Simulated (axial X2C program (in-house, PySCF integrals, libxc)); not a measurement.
**Working with the constants of InH**

A bond curve at the CCSD(T) level, with spin–orbit coupling, was computed with an axial X2C code built on PySCF integrals (basis In dyall-cv3z [11s12p9d4f1g], H dyall-v3z [6s2p1d] (cores contracted in-house)) for the state Ω = 0 (closed shell). Its fit gives Re = 1.8416 Å, ωe = 1464.7 cm⁻¹, ωexe = 24.5 cm⁻¹ and αe = 1.444e-01 cm⁻¹; the masses are 114.9039 and 1.0078 u. Two-component means X2C with spin–orbit coupling and atomic mean-field Coulomb and Gaunt terms.

Correlated methods: 14 electrons correlated (number of frozen shells: In 4 s, 3 p, 1 d; H none), 192 virtual spin orbitals or spinors in MP2, 90 natural virtuals in coupled cluster.

**Question.** Find the reduced mass, Be and the force constant.

**Answer.** From the CCSD(T) values: μ = 0.9990 u. Be = 16.8576/(μ Re²) = 4.975 cm⁻¹. k = 5.8918×10⁻⁷ μ ωe² = 1.26 mdyn/Å.

**Question.** A Morse curve ties αe to the other constants (Pekeris). How well does that hold?

**Answer.** αe(Morse) = 6Be²/ωe × (√(ωexe/Be) − 1) = 1.236e-01 cm⁻¹; the CCSD(T) curve gives 1.444e-01 cm⁻¹, a ratio of 0.86.

**Question.** Estimate the centrifugal constant by the Kratzer relation.

**Answer.** D = 4Be³/ωe² = 2.30e-04 cm⁻¹.

**Question.** Where do the fundamental and the first overtone lie?

**Answer.** ν(1←0) = ωe − 2ωexe = 1415.7 cm⁻¹; ν(2←0) = 2ωe − 6ωexe = 2782.4 cm⁻¹.

**Question.** Give B0, the J = 1←0 line in GHz and the most populated J at 300 K (kT = 208.5 cm⁻¹).

**Answer.** B0 = Be − αe/2 = 4.903 cm⁻¹; 2B0 = 294 GHz; J(max) ≈ √(kT/2B0) − 1/2 = 4.1, so J = 4.

One determinant describes the state; a PBE0 search over occupations chose it and may have missed a lower one. Coupled cluster ran in a truncated set of natural virtual spinors; the MP2 energy of the rest was added. (T) has no such correction and the atoms are truncated less, which lowers De at CCSD(T) by a hundredth of an eV or more.
